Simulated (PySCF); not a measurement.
Species: Si(vinyl)3(OSiMe3), C9H18OSi2.
SMILES: `C=C[Si](C=C)(C=C)O[Si](C)(C)C`

The closed-shell ground state was solved at several levels (PySCF, density fitting, gas phase, non-relativistic). Geometry: PBE0-D3(BJ)/def2-SVP, one conformer, isolated molecule.

| level | basis functions | total energy (Eh) | HOMO (eV) | LUMO (eV) | gap (eV) | dipole (D) |
| --- | --- | --- | --- | --- | --- | --- |
| B3LYP/def2-SVPD | 395 | -1007.6528 | -7.37 | -0.95 | 6.42 | 0.44 |
| B3LYP/pcSseg-1 | 308 | -1008.0694 | -7.34 | -0.88 | 6.46 | 0.48 |

Problem. What might PBE0/pcSseg-1 (308 basis functions) give for the same quantities?

Solution. Total energy -1007.2408 Eh, HOMO -7.59 eV, LUMO -0.70 eV, gap 6.89 eV, dipole 0.49 D.

Problem. Over all these levels, which gives the widest orbital gap and which the narrowest?

Solution. PBE0/pcSseg-1 (global hybrid, 25 % exact exchange) has the widest, 6.89 eV, and B3LYP/def2-SVPD (global hybrid, 20 % exact exchange) the narrowest, 6.42 eV. Functional and basis both differ between the two, so the spread mixes both effects.

Problem. How far do the dipole and the HOMO energy spread over the levels?

Solution. The dipole runs from 0.44 to 0.49 D (mean 0.47 D) and the HOMO from -7.59 to -7.34 eV.
